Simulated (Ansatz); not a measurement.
`F[Si@@H]1[Se][Si@@H]1F`, relaxed with RKS PBE0-D4/def2-TZVP in Ansatz 0.2.0 from a PBE-D4/def2-SVP geometry. The force threshold is 0.005 eV/Å; the program also tests the step.

Charge 0, multiplicity 1.

Start:

```xyz
7

F    -0.294    2.194    0.924
Si   -0.474    1.015   -0.201
Se   -1.616   -0.874    0.472
Si    0.644   -0.938    0.011
F     1.639   -1.184    1.290
H    -0.975    1.685   -1.442
H     1.075   -1.898   -1.054
```

```csv
step,energy (eV),largest force (eV/Å),largest move (Å)
1,-86559.0261,1.320,0.000
2,-86559.0865,0.809,0.028
3,-86559.1100,0.039,0.022
4,-86559.1101,0.039,0.012
5,-86559.1103,0.009,0.005
6,-86559.1103,0.005,0.001
```

End:

```xyz
7

F    -0.304    2.162    0.900
Si   -0.465    1.011   -0.191
Se   -1.589   -0.858    0.475
Si    0.644   -0.927    0.019
F     1.609   -1.181    1.262
H    -0.957    1.660   -1.423
H     1.062   -1.867   -1.041
```

It took 28 s on 4 threads of a server CPU on a shared host, with 0.6 GiB of host memory at the peak.
